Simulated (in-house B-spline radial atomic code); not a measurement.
# Binding energies in Hf IX (Hf8+)

NIST's tabulated ground configuration is [Kr] 4d10 4f13 5s2 5p3; each binding energy is the energy of the ion with one electron taken from that subshell, relaxed, less that of the parent. Computed with a radial B-spline atomic code at the basis-set limit: Dirac-Hartree-Fock, average of configuration, Fermi nucleus of rms radius 5.347 fm. Energies include first-order Breit, QED and recoil terms.

```json
{"subshell": "1s", "X-ray name": "K", "binding energy (eV)": "65484.1", "-ε (eV)": "65884.7", "relaxation (eV)": "82.0"}
{"subshell": "2s", "X-ray name": "L1", "binding energy (eV)": "11421.2", "-ε (eV)": "11507.3", "relaxation (eV)": "47.2"}
{"subshell": "3s", "X-ray name": "M1", "binding energy (eV)": "2747.7", "-ε (eV)": "2780.5", "relaxation (eV)": "25.0"}
{"subshell": "3d3/2", "X-ray name": "M4", "binding energy (eV)": "1858.8", "-ε (eV)": "1888.5", "relaxation (eV)": "27.0"}
{"subshell": "3d5/2", "X-ray name": "M5", "binding energy (eV)": "1804.1", "-ε (eV)": "1832.4", "relaxation (eV)": "26.5"}
{"subshell": "4s", "X-ray name": "N1", "binding energy (eV)": "682.3", "-ε (eV)": "692.4", "relaxation (eV)": "8.3"}
{"subshell": "4d3/2", "X-ray name": "N4", "binding energy (eV)": "364.6", "-ε (eV)": "371.7", "relaxation (eV)": "6.8"}
{"subshell": "4d5/2", "X-ray name": "N5", "binding energy (eV)": "353.8", "-ε (eV)": "360.5", "relaxation (eV)": "6.5"}
{"subshell": "5s", "X-ray name": "O1", "binding energy (eV)": "190.7", "-ε (eV)": "191.8", "relaxation (eV)": "0.8"}
{"subshell": "5p", "X-ray name": "O2,3", "binding energy (eV)": "154.3", "-ε (eV)": "155.0", "relaxation (eV)": "0.6"}
{"subshell": "4f", "X-ray name": "N6,7", "binding energy (eV)": "152.2", "-ε (eV)": "157.4", "relaxation (eV)": "5.3"}
```

Relaxation = -ε minus the binding energy without Breit, QED and recoil terms.

(1) What does it cost to remove both a 5s and a 5p electron?

(2) What does it cost to remove both a 3s and a 4d3/2 electron?

(3) What does it cost to remove two 1s electrons?

Results:

(1) 362.89 eV, which is 17.9 eV more than the two single binding energies together.

(2) 3149.1 eV, which is 36.79 eV more than the two single binding energies together.

(3) 132310 eV, which is 1341 eV more than the two single binding energies together.
